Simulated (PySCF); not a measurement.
## Correlation energy of P²⁺ (phosphorus, charge +2)

[Ne] 3s2 3p1, 2P determinant. All numbers are calculated (PySCF 2.14, scalar relativity by spin-free X2C-1e, in aug-cc-pVDZ-DK (5s4p2d, 27 functions)). Frozen: [Ne]; 3 electrons correlated.

```csv
level,correlation energy (mhartree)
CCSD,-58.13
(T),-0.62
CCSD(T),-58.75
CCSDT,-59.02
FCI,-59.02
```

Diagnostics: T1 = 0.010, D1 = 0.0242, largest double amplitude 0.110, weight of the Hartree-Fock determinant in FCI 0.9483 (5082 determinants).

Cost of the coupled-cluster step: of the order of 0.4 core-seconds, for 3 correlated electrons.
